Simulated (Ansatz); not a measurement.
`CB(N)O[SiH3]` + `OC[SeH]` → `C[Se]CO` + `NBO[SiH3]`  (substitution at a C–B bond)

Computed with Ansatz on PBE0-D4/def2-TZVP structures; ΔE is electronic, products minus reactants. CBS: MP2 limit from def2 TZ/QZ plus the TZ coupled-cluster correction, frozen cores. For Se outer-core shells are correlated without core-valence functions, which leaves a few kJ/mol of doubt a bond. Scalar relativity is left out up to krypton. One conformer a species, not always the lowest.

| species | SCS-MP2/def2-QZVPP energy (Eh) |
| --- | --- |
| `CB(N)O[SiH3]` | -486.64710 |
| `OC[SeH]` | -2515.96074 |
| `C[Se]CO` | -2555.20111 |
| `NBO[SiH3]` | -447.39485 |

Work out ΔE.

ΔE = (-2555.20111) + (-447.39485) − (-486.64710) − (-2515.96074) = 0.01188 Eh = +7.5 kcal/mol. CCSD(T)/CBS gives +8.7 kcal/mol.

Largest T1 diagnostic among the species: 0.012.
